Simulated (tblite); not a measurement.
Species: C2H7FNSi (doublet state).
Z-matrix (Å and degrees, GFN2-xTB geometry), rows numbered from 1:
```
C 
C   1  1.4783
Si  2  1.8522  1  124.66
N   3  1.7212  2  117.45  1   140.34
F   3  1.6155  2  105.90  1    24.95
H   1  1.0932  2  110.80  3  -132.07
H   1  1.0862  2  111.49  3   -10.26
H   1  1.0949  2  110.54  3   110.57
H   2  1.0819  1  114.83  3  -173.67
H   3  1.4585  2  115.93  1   -91.78
H   4  1.0050  3  119.25  2    66.99
H   4  1.0072  3  118.79  2   -72.32
```

Method: GFN2-xTB as coded in tblite; computed harmonic values from a numerical Hessian at the method's own geometry, unscaled. This tight-binding method is rough: wavenumbers can miss measured ones by several per cent, in bad cases by 10 to 20. Modes of hydrogen on silicon can be 10 to 20 % off. One conformer, not necessarily the lowest. Open shells enter through the occupations alone, without spin polarisation, and single modes of such species can be off by tens of per cent.

Harmonic wavenumbers (cm⁻¹): 48.8, 102.1, 125.7, 142.8, 216.3, 260.4, 336.9, 498.6, 511.3, 624.9, 684.6, 716.0, 777.6, 840.3, 913.3, 946.4, 1001.4, 1163.9, 1304.7, 1384.0, 1456.6, 1475.1, 1519.6, 2271.0, 2914.3, 2956.2, 3045.4, 3056.4, 3485.6, 3533.5.

A = 6498, B = 2612, C = 2081 MHz; mass 92.033 u (most abundant isotopes); point group C1, symmetry number 1; spin multiplicity 2.

Zero-point energy?

Half the sum of the wavenumbers: 19157 cm⁻¹ = 229.17 kJ/mol.

What is S at 350 K and 1 bar for an ideal gas of classical rigid rotors and harmonic oscillators?

Translation 168.59, rotation 113.34, vibration 107.84, spin (R ln 2) 5.76: S = 395.5 J/(mol K).

And Cp and H(350 K) − H(0)?

Cp = 134.69 J/(mol K), of which vibrations give 101.43 (their classical limit is 30 R = 249.4); H(350 K) − H(0) = 30.89 kJ/mol without the zero-point energy, 19.25 from vibrations.

How do the functions run with temperature in this model?

| T (K) | S (J/(mol K)) | Cp (J/(mol K)) | H − H(0) (kJ/mol) | G − H(0) (kJ/mol) | ln q(vib) |
| --- | --- | --- | --- | --- | --- |
| 50 | 232.9 | 51.0 | 2.00 | -9.65 | 0.38 |
| 100 | 274.4 | 69.7 | 5.05 | -22.39 | 1.34 |
| 298.15 | 374.9 | 122.6 | 24.22 | -87.56 | 5.36 |
| 373.15 | 404.3 | 139.7 | 34.07 | -116.80 | 6.79 |
| 500 | 448.7 | 163.4 | 53.36 | -170.97 | 9.10 |
| 750 | 521.5 | 195.7 | 98.55 | -292.58 | 13.27 |
| 1000 | 581.0 | 217.4 | 150.35 | -430.62 | 16.99 |

q(vib) and H(0) count from the zero-point level.

What must be added to the electronic energy to get the Gibbs energy at 350 K and 1 bar?

ZPE + [H(350 K) − H(0)] − T·S = 229.17 + 30.89 − 138.44 = 121.62 kJ/mol.

Blend soft modes into free rotors: weight 1/[1 + (100 cm⁻¹/ν̃)⁴] for the oscillator and the rest for a rotor with moment μB/(μ + B), μ = h/(8π²ν), B = 10⁻⁴⁴ kg m². What vibrational entropy results?

99.66 J/(mol K) in place of 107.84, which changes −T·S at 350 K by +2.86 kJ/mol.

Which modes carry the vibrational entropy at 350 K?

48.8 cm⁻¹: 21.68; 102.1 cm⁻¹: 15.59; 125.7 cm⁻¹: 13.90; 142.8 cm⁻¹: 12.86; 216.3 cm⁻¹: 9.56; 260.4 cm⁻¹: 8.13 J/(mol K); the other 24 give 26.11 together.

Hindered rotation and anharmonicity are outside this model. Other conformers, if any are populated, would add a mixing term that is left out. The structure is chiral; the term R ln 2 for an equal mix with its mirror image is left out.
